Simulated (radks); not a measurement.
Removal energies from the zirconium ion Zr2+, [Kr] 4d2, by Delta-SCF beside the eigenvalue of the level emptied. Calculated with a radial shooting solver on a logarithmic mesh with Libxc functionals: scalar-relativistic Kohn-Sham, BLYP, spin-polarised, spherical densities, finite nucleus; Fermi nuclear charge, rms radius of each element as measured or else 0.836 A^(1/3) + 0.57 fm. Open shells are filled with parallel spins first.

| removed from | final configuration | Delta-SCF (eV) | -eigenvalue (eV) |
|---|---|---|---|
| 4d | [Kr] 4d1 | 23.007 | 17.755 |
| 4p | [Ar] 3d10 4s2 4p5 4d2 | 52.590 | 46.035 |
| 4s | [Ar] 3d10 4s1 4p6 4d2 | 75.282 | 68.208 |
| 3d | [Ar] 3d9 4s2 4p6 4d2 | 204.93 | 189.00 |
